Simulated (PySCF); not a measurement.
AlH₃O, SMILES [OH][AlH2]. Atoms are numbered in the order given.

```xyz
5

Al     0.0000     0.0000     0.5970
H      0.0000     1.3870     1.3564
H      0.0000    -1.3870     1.3564
O      0.0000     0.0000    -1.0588
H      0.0000     0.0000    -2.0031
```
Charge 0, spin multiplicity 1.

The structure is a stationary point at PBE0-D3(BJ)/def2-TZVP. The geometry has at least one imaginary mode, so it is a saddle point at that level.

Calculation: PySCF with PBE0/pcJ-1.

Isotropic couplings with Fermi-contact, spin-dipole and both spin-orbit terms, one fixed conformer, no vibrational averaging. Isotopes: 1H.

Computed spin–spin coupling constants:
| pair | bonds apart | J (Hz) |
|---|---|---|
| H2–H3 | 2 | 62.3 |
| H2–H5 | 3 | 2.9 |
| H3–H5 | 3 | 2.9 |
